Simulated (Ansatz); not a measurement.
# Molecular dynamics of CH₆SeSi

Input file:

```yaml
crystal:
  periodic: [false, false, false]
  atoms:
    - { symbol: C, position_ang: [-0.992667, 0.751093, -0.718173] }
    - { symbol: Si, position_ang: [-0.19474, -0.988865, -0.465934] }
    - { symbol: Se, position_ang: [1.725342, -0.29122, 1.340083] }
    - { symbol: H, position_ang: [-1.535051, 0.702028, -1.690347] }
    - { symbol: H, position_ang: [-0.269413, 1.588754, -0.778295] }
    - { symbol: H, position_ang: [-1.751265, 0.974038, 0.0593] }
    - { symbol: H, position_ang: [1.03564, -0.81386, -1.389864] }
    - { symbol: H, position_ang: [1.216198, -1.705074, 1.078645] }
    - { symbol: H, position_ang: [0.854354, -0.263194, 2.547484] }
basis:
  gaussian: { orbitals: def2-SVP }
hamiltonian:
  xc: pbe
  dispersion: d4
md:
  timestep: 0.5
  n_steps: 200
  ensemble: nve
  temperature: 300.0
  initial_velocities: maxwell_boltzmann
  seed: 7278
```

Run as:

```bash
$ ansatz run input.yaml --threads 2 --pin off --max-ram 3072MiB --backend cpu --events-out ev --progress --plain --runs-dir out
```

It starts at the highest image of a converged band. Of that band: Neighbouring images differ by up to 1.4 eV, so the band resolves the path poorly. A vibrational analysis at the climbing image gives one clearly imaginary mode, 517i cm⁻¹: a first-order saddle point.

Output, in part (step lines, the closing report, with atoms numbered from 0):

```
md step     0: t =     0.00 fs  T =   300.0 K  F+E_penalty+E_count = -74333.65750671 eV  E_kin = 0.271446 eV  conserved = -74333.38606071 eV  (28 SCF iters)
md step     1: t =     0.50 fs  T =   289.4 K  F+E_penalty+E_count = -74333.64766008 eV  E_kin = 0.261810 eV  conserved = -74333.38585028 eV  (29 SCF iters)
md step     2: t =     1.00 fs  T =   260.6 K  F+E_penalty+E_count = -74333.62112287 eV  E_kin = 0.235778 eV  conserved = -74333.38534493 eV  (29 SCF iters)
md step     3: t =     1.50 fs  T =   222.2 K  F+E_penalty+E_count = -74333.58576729 eV  E_kin = 0.201070 eV  conserved = -74333.38469765 eV  (29 SCF iters)
md step     4: t =     2.00 fs  T =   185.2 K  F+E_penalty+E_count = -74333.55170343 eV  E_kin = 0.167590 eV  conserved = -74333.38411334 eV  (30 SCF iters)
md step     5: t =     2.50 fs  T =   159.4 K  F+E_penalty+E_count = -74333.52805145 eV  E_kin = 0.144266 eV  conserved = -74333.38378560 eV  (30 SCF iters)
md step     6: t =     3.00 fs  T =   150.5 K  F+E_penalty+E_count = -74333.51994448 eV  E_kin = 0.136135 eV  conserved = -74333.38380945 eV  (29 SCF iters)
md step     7: t =     3.50 fs  T =   158.0 K  F+E_penalty+E_count = -74333.52705655 eV  E_kin = 0.142920 eV  conserved = -74333.38413680 eV  (29 SCF iters)
[... lines left out ...]
Total energy: -74333.58749136 eV, -2731.7089551921 hartree
Atom 0 at    -0.601579     0.856651    -0.509528 Å, force    -1.812581    -1.179486     0.841551 eV/Å
Atom 1 at    -0.122415    -1.117063    -0.381505 Å, force    -0.628902     1.010994     0.100303 eV/Å
Atom 2 at     1.599463    -0.258955     1.274589 Å, force     0.190658    -0.483555     0.300915 eV/Å
Atom 3 at    -1.261449     1.041871    -1.380140 Å, force    -0.196435    -0.164311    -0.106316 eV/Å
Atom 4 at     0.175057     1.582725    -0.604965 Å, force     1.304447     0.863328    -0.050498 eV/Å
Atom 5 at    -1.229093     1.144054     0.414996 Å, force     0.601208    -0.335052    -0.906672 eV/Å
Atom 6 at     1.116772    -1.056763    -1.276726 Å, force     0.168723     0.084581    -0.364577 eV/Å
Atom 7 at     2.484179    -1.206717     0.561543 Å, force     0.316435     0.044322     0.166320 eV/Å
Atom 8 at     1.451661    -1.236155     2.404782 Å, force     0.056447     0.159181     0.018974 eV/Å
Dipole moment:     0.516308     0.112398     0.470284 e Å
```

The steps, from the saved trajectory:

| time (fs) | T (K) | potential energy less start (eV) | conserved less start (meV/atom) |
| --- | --- | --- | --- |
| 0.0 | 300 | 0.000 | 0.00 |
| 3.0 | 150 | 0.138 | 0.25 |
| 6.0 | 207 | 0.085 | 0.05 |
| 9.0 | 134 | 0.152 | 0.22 |
| 12.0 | 205 | 0.087 | 0.13 |
| 15.0 | 239 | 0.056 | 0.12 |
| 18.0 | 234 | 0.062 | 0.17 |
| 21.0 | 320 | -0.017 | 0.07 |
| 24.0 | 303 | -0.001 | 0.24 |
| 27.0 | 450 | -0.135 | 0.05 |
| 30.0 | 363 | -0.055 | 0.24 |
| 33.0 | 435 | -0.122 | 0.02 |
| 36.0 | 312 | -0.009 | 0.21 |
| 39.0 | 332 | -0.028 | 0.09 |
| 42.0 | 272 | 0.027 | 0.18 |
| 45.0 | 275 | 0.024 | 0.14 |
| 48.0 | 268 | 0.030 | 0.11 |
| 51.0 | 214 | 0.079 | 0.18 |
| 54.0 | 264 | 0.033 | 0.06 |
| 57.0 | 181 | 0.110 | 0.26 |
| 60.0 | 304 | -0.003 | 0.05 |
| 63.0 | 237 | 0.059 | 0.25 |
| 66.0 | 368 | -0.062 | 0.03 |
| 69.0 | 323 | -0.019 | 0.18 |
| 72.0 | 365 | -0.058 | 0.10 |
| 75.0 | 312 | -0.009 | 0.16 |
| 78.0 | 293 | 0.007 | 0.16 |
| 81.0 | 325 | -0.022 | 0.07 |
| 84.0 | 222 | 0.072 | 0.21 |
| 87.0 | 255 | 0.041 | 0.04 |
| 90.0 | 89 | 0.194 | 0.29 |
| 93.0 | 202 | 0.089 | 0.04 |
| 96.0 | 125 | 0.161 | 0.25 |
| 99.0 | 271 | 0.026 | 0.03 |

The run went to its last step. The conserved energy stayed within 0.29 meV per atom of its start (net change 0.15 meV per atom), so the integration is sound. A run of 0.1 ps of so small a system gives no equilibrium averages. The orbitals stay closed-shell, which can raise the energy where a bond breaks towards radicals; this wasn't checked here.

Between its relaxed ends the band would form Se3–H8 and break Si2–H8. These pairs go: Se3–H8 1.53 → 1.48 Å, Si2–H8 2.21 → 2.77 Å. In the last frame they stand as after the step (other bonds may differ from the relaxed reactants and products). It ends as one piece, CH6SeSi. Pairs count as bonded within 1.25 times the sum of covalent radii (0.12 Å more for H–H).

Last frame:

```xyz
9
Properties=species:S:1:pos:R:3
C -0.602 0.857 -0.509
Si -0.122 -1.117 -0.382
Se 1.599 -0.259 1.275
H -1.261 1.042 -1.380
H 0.175 1.583 -0.605
H -1.229 1.144 0.415
H 1.117 -1.057 -1.277
H 2.484 -1.207 0.561
H 1.452 -1.236 2.405
```

The run took 110 s on 2 threads of AMD EPYC 9R45 96-Core Processor (Zen 5), on a shared host, peak memory 0.14 GiB.
